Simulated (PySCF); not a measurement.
# Where the electron goes

SiHMe2(NMe2), C₄H₁₃NSi.
Z-matrix (Å and degrees, PBE0-D3(BJ)/def2-SVP geometry), rows numbered from 1:
```
Si
H   1  1.4992
C   1  1.8843  2  107.90
H   3  1.1017  1  110.76  2    60.16
H   3  1.1021  1  111.57  2   -59.83
H   3  1.1022  1  110.96  2   179.77
C   1  1.8768  2  110.36  3  -119.67
H   7  1.1016  1  109.77  2    53.84
H   7  1.1006  1  111.22  2   -65.74
H   7  1.1017  1  111.92  2   172.84
N   1  1.7456  2  105.73  3   121.85
C  11  1.4388  1  120.29  2   -42.07
C  11  1.4381  1  122.50  2   159.84
H  12  1.1069 11  111.03  1   142.93
H  12  1.1015 11  110.59  1    23.97
H  12  1.1110 11  113.30  1   -96.77
H  13  1.1002 11  111.01  1   -25.27
H  13  1.1108 11  113.28  1    95.72
H  13  1.1070 11  110.91  1  -144.20
```

Method: PySCF, TDDFT B3LYP/def2-SVPD, vertical, gas phase, core orbitals frozen in the response.

Frontier orbitals with the atoms that hold most of them (Löwdin shares over 4%, at most four atoms; ? is withheld):

```
orbital  ε (eV)                              atoms
 LUMO+2    1.04      C3 19%, H5 10%, H6 8%, C13 8%
 LUMO+1    0.82    C7 15%, C12 14%, H10 8%, H16 8%
   LUMO    0.29                                  ?
   HOMO       ?                                  ?
 HOMO-1   -8.48     C7 34%, Si1 21%, C3 17%, H9 6%
 HOMO-2   -8.58     Si1 28%, H2 26%, C3 20%, C7 8%
 HOMO-3   -9.25  N11 28%, Si1 15%, C13 11%, C12 9%
```

Question: Which atoms hold the HOMO, and with what shares?

Answer: N11 (bonded to 2 C and Si) 54%; C13 (bonded to N and 3 H) 9%; C12 (bonded to N and 3 H) 9%; Si1 (bonded to 2 C, N and H) 6%. By element: nitrogen 54%, carbon 17% or more, silicon 6%.

Question: Which atoms hold the LUMO, and with what shares?

Answer: Si1 (bonded to 2 C, N and H) 14%; C13 (bonded to N and 3 H) 11%; C3 (bonded to Si and 3 H) 10%; C7 (bonded to Si and 3 H) 9%. By element: carbon 30% or more, silicon 14%.

Question: What is the HOMO energy, and the HOMO–LUMO gap?

Answer: ε(HOMO) = -5.86 eV; the gap is 6.15 eV (0.2259 hartree).

Question: The HOMO–LUMO gap is 6.15 eV. Where does the response calculation put the lowest singlet, and from which orbitals?

Answer: S1 is at 5.27 eV (f = 0.0064), 0.87 eV below the gap, made of HOMO→LUMO (97%). 

Question: Give energy, strength and leading configuration of S1 and S2, and follow the Löwdin shares of the leading atoms from the occupied to the empty orbital.

Answer: 
- S1 (5.27 eV, f 0.0064), HOMO→LUMO (97%): N11 54% → at most 9%, C13 9% → 11%, Si1 6% → 14%
- S2 (5.83 eV, f 0.0087), HOMO→LUMO+1 (96%): N11 54% → at most 8%, C13 9% → at most 8%, C7 at most 6% → 15%, C12 9% → 14%

Löwdin shares depend on the basis, the more so with diffuse functions.

One conformer stands for the species.
